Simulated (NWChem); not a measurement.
Molecule: PbH₂SO, singlet; SMILES [OH][Pb][SH]

```xyz
5

Pb    -0.2279    -0.3624     0.0000
O      1.7985    -0.9138     0.0000
H      2.4103    -0.1668     0.0000
S      0.1890     2.1713     0.0000
H     -1.1328     2.4560     0.0000
```
Atoms are numbered in this order, from 1.

Computed with NWChem. Low-valent species are run as closed-shell singlets; no triplet was tried in these runs. All runs use the structure optimised with PBE0/def2-SVP. def2 effective core potentials on Pb; no spin-orbit coupling. Ions are spin-unrestricted doublets at the neutral geometry; other ion states weren't tried.

For level r2SCAN/def2-SVP:

| Quantity | Value |
|---|---|
| −ε(HOMO) (eV) | 6.11 |

**Question.** How do the values read with level LDA (Slater exchange, VWN5)/def2-SVP instead?

**Answer.** 
| Quantity | Value |
|---|---|
| −ε(HOMO) (eV) | 5.94 |
